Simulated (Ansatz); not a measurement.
Isolated molecules relaxed with PBE0-D4/def2-TZVP in Ansatz; ΔE leaves out vibrations. CCSD(T)/CBS is the MP2 limit (def2-TZVPP, def2-QZVPP) plus CCSD(T) − MP2 in def2-TZVPP, frozen cores. This one scheme is used for every species. Double bonds are as drawn, so ΔE can hold a change between cis and trans. Functionals use def2-TZVPP. B3LYP here is the variant with VWN-RPA as its local correlation; programs differ in this. One conformer a species, not always the lowest.

Reaction (substitution at a C–O bond): `O/C=C/[SiH3]` + H–F → `F/C=C/[SiH3]` + H₂O

(1) Is it downhill or uphill in electronic energy at CCSD(T)/CBS, and by how much? (Estimate.)

(2) What do these levels give: B3LYP-D4, r2SCAN0-D4, CAM-B3LYP-D4, PBE, revPBE, r2SCAN0, LC-ωPBE, RPA@PBE/def2-TZVPP, MP2/def2-TZVPP, SCS-MP2/def2-TZVPP, CCSD/def2-TZVPP, HF/CBS(def2)? (Best estimate.)

(3) What do rigid-rotor, harmonic-oscillator terms from PBE0-D4/def2-TZVP frequencies (298.15 K, 1 bar) make of the CCSD(T)/CBS value? (An estimate is asked.)

Largest T1 diagnostic among the species: 0.013.

## Answers

(1) Ansatz gave: Uphill: ΔE = +4.3 kcal/mol.

(2) The calculation gave: B3LYP-D4 3.6, r2SCAN0-D4 4.4, CAM-B3LYP-D4 3.3, PBE 4.0, revPBE 3.5, r2SCAN0 4.3, LC-ωPBE 3.7, RPA@PBE/def2-TZVPP 3.7, MP2/def2-TZVPP 5.5, SCS-MP2/def2-TZVPP 4.5, CCSD/def2-TZVPP 3.9, HF/CBS(def2) 2.4 kcal/mol.

(3) Computed: ΔZPE = -0.5 kcal/mol, ΔH = +3.9 kcal/mol, ΔS = 12 J/(mol·K), ΔG = +3.1 kcal/mol.

Leaving LDA and LC-ωPBE aside and taking each functional with its dispersion term where it has one, the values, not all of them listed here, spread over 1.8 kcal/mol, from CAM-B3LYP-D4 to PBE-QIDH. LDA lies +1.4 kcal/mol from PBE without D4. In def2-TZVPP, CCSD(T) changes the Hartree–Fock value by +1.7 kcal/mol (the triples alone add +0.3 kcal/mol) and MP2 by +3.0 kcal/mol.
